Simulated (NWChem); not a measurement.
Species: SiH2I, doublet; SMILES [SiH2]I

```xyz
4

Si     0.0637    -1.8606     0.0000
I      0.0067     0.5807     0.0000
H     -0.6232    -2.3652     1.2297
H     -0.6232    -2.3652    -1.2297
```
Atoms are numbered in this order, from 1.

All runs: NWChem. Spin-unrestricted. In the optimisation the excess spin sits in a' (Cs, its own frame). Structure relaxed at the PBE0/def2-SVP, spin-unrestricted level. Not confirmed as a minimum by frequencies. No stability test was run on the SCF state. def2 effective core potentials on I; no spin-orbit coupling. B3LYP is NWChem's, with the RPA form of VWN correlation. Vertical excitations in the gas phase; the lowest state need not have the same character in each row. Excited states of an open shell can be spin-contaminated.

For level UHF/def2-SVP, CIS:

```yaml
lowest excitation (eV): 4.82
oscillator_strength_of_that_lowest_state: 0.034
lowest state with f > 0.02 (eV): 4.82
oscillator_strength_of_that_bright_state: 0.034
lowest empty minus highest occupied level, either spin (eV): 9.74
```

Question: What are these values for level B3LYP/def2-SVP, TDA?

Answer: 
- lowest excitation (eV): 2.97
- oscillator strength of that lowest state: 0.001
- lowest state with f > 0.02 (eV): 3.41
- oscillator strength of that bright state: 0.022
- lowest empty minus highest occupied level, either spin (eV): 2.77
